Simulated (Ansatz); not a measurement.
Geometry optimisation, Ansatz 0.2.0, RKS BLYP/def2-SVP.

The input (input.yaml):

```yaml
crystal:
  periodic: [false, false, false]
  atoms:
    - { symbol: Ge, position_ang: [-0.760113, -0.900871, -0.158189] }
    - { symbol: O, position_ang: [2.217996, 0.116071, 0.166648] }
    - { symbol: H, position_ang: [0.079126, -1.34106, -1.384464] }
    - { symbol: H, position_ang: [-0.198652, -1.546213, 1.143667] }
    - { symbol: H, position_ang: [-2.222343, -1.423371, -0.350394] }
    - { symbol: H, position_ang: [1.919873, 0.927557, 0.62079] }
    - { symbol: P, position_ang: [-0.66973, 1.380768, 0.102491] }
    - { symbol: H, position_ang: [2.415289, -0.490664, 0.906746] }
    - { symbol: H, position_ang: [-0.692566, 1.683218, -1.305686] }
    - { symbol: H, position_ang: [-2.08888, 1.594565, 0.258491] }
basis:
  gaussian: { orbitals: def2-SVP }
hamiltonian:
  xc: blyp
relax:
  f_tol: 0.03
  max_steps: 50
```

Launched with:

```bash
$ ansatz run input.yaml --threads 2 --pin off --max-ram 3072MiB --backend cpu --events-out ev --progress --plain --runs-dir out
```

Q: Where does it end, and by what steps?

A: The run converged. The force dipped under the threshold on the way, but the program's further checks kept it going. After 21 steps the energy has fallen by 0.065 eV; H9 moved furthest, 0.58 Å.

| step | energy less start (eV) | largest force component (eV/Å) | accepted |
| --- | --- | --- | --- |
| 0 | 0.0000 | 0.935 | yes |
| 1 | -0.0166 | 1.324 | yes |
| 2 | -0.0272 | 0.987 | yes |
| 3 | -0.0162 | 0.586 | no |
| 4 | -0.0391 | 0.751 | yes |
| 5 | -0.0507 | 0.067 | yes |
| 6 | -0.0490 | 0.152 | no |
| 7 | -0.0526 | 0.032 | yes |
| 8 | -0.0541 | 0.205 | yes |
| 9 | -0.0587 | 0.067 | yes |
| 10 | -0.0572 | 0.434 | no |
| 11 | -0.0609 | 0.065 | yes |
| 12 | -0.0583 | 0.397 | no |
| 13 | -0.0623 | 0.040 | yes |
| 14 | -0.0628 | 0.109 | yes |
| 15 | -0.0622 | 0.276 | no |
| 16 | -0.0635 | 0.046 | yes |
| 17 | -0.0644 | 0.032 | yes |
| 18 | -0.0650 | 0.007 | yes |
| 19 | -0.0651 | 0.100 | yes |
| 20 | -0.0650 | 0.095 | no |
| 21 | -0.0655 | 0.025 | yes |

```xyz
10
Properties=species:S:1:pos:R:3
Ge -0.753 -0.928 -0.273
O 2.443 -0.065 0.379
H 0.161 -1.420 -1.421
H -0.309 -1.538 1.083
H -2.220 -1.376 -0.556
H 2.005 0.800 0.231
P -0.584 1.440 -0.112
H 2.305 -0.204 1.337
H -1.275 1.692 -1.350
H -1.774 1.598 0.683
```

Whether the end is a true minimum wasn't checked by a vibrational analysis.

Run time: 31 s on 2 threads of Arm Neoverse V2, on a shared host, peak memory 0.14 GiB.
